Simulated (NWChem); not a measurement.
System: GeH4; SMILES [GeH4]

Results from NWChem. The geometry was optimised at PBE0/def2-SVP. Level PBE/def2-SVPD: single points from the atomic guess with DIIS by default; each run changes one setting, and all converged runs end within 0.3 mHa of each other. cgmin counts macro-iterations, each dearer than a DIIS step. NWChem's automatic level shift, which a small gap switches on, acted in some of these runs.

### Question
Which setting needs the most SCF iterations, or fails (quadratically convergent solver (cgmin); core-Hamiltonian guess; defaults; DIIS on 3 Fock matrices; no level shifting; DIIS on 20 Fock matrices)?

### Answer
core-Hamiltonian guess, with 15 against 6 for the defaults.
```csv
setting,SCF iterations
defaults,6
core-Hamiltonian guess,15
DIIS on 20 Fock matrices,6
no level shifting,6
quadratically convergent solver (cgmin),4
DIIS on 3 Fock matrices,7
```
